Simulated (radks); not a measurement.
Spherical jellium clusters: N electrons in a uniform positive sphere of charge N and radius rs N^(1/3), rs = 5.2 bohr. Calculated with a radial shooting solver with Libxc functionals: non-relativistic Kohn-Sham, LDA (Slater exchange, Perdew-Wang correlation), spin-polarised, spherical densities. Levels are named by radial order and angular momentum (1s, 1p, 1d, 2s, ...), and open shells are averaged over m.

N = 14, configuration 1s2 1p6 1d(up 5, down 1). This is the lowest configuration that the search found. Occupied and some empty levels:

level    occupation  eigenvalue (eV)  <r> (bohr)
1s up             1          -3.7460       8.005
1s down           1          -3.5298       7.657
1p up             3          -3.1974       9.330
1p down           3          -2.9298       9.273
1d up             5          -2.4822       10.31
1d down           1          -2.2057       10.40
2s up             0          -2.0616       8.501
2s down           0          -1.9403       8.721
1f up             0          -1.6412       11.22
1f down           0          -1.3793       11.42
2p up             0          -1.1543       10.76
2p down           0          -1.0213       10.97

Energy (eV): total -24.8317, kinetic 15.751, external -507.02, Hartree 252.24, exchange-correlation -41.139, background 255.34.

Electron density:

r (bohr)  n(r) (e/bohr^3)
0.397           0.0008287
1.39            0.0008927
2.39             0.001026
3.38             0.001224
4.38             0.001470
5.38             0.001738
6.37             0.001979
7.37             0.002131
8.37             0.002121
9.36             0.001907
10.4             0.001512
11.4             0.001035
12.3            0.0006133
13.3            0.0003171
14.3            0.0001506
15.3           0.00006642
16.3           0.00002801
17.3           0.00001153
18.3            4.596e-06
19.3            1.823e-06
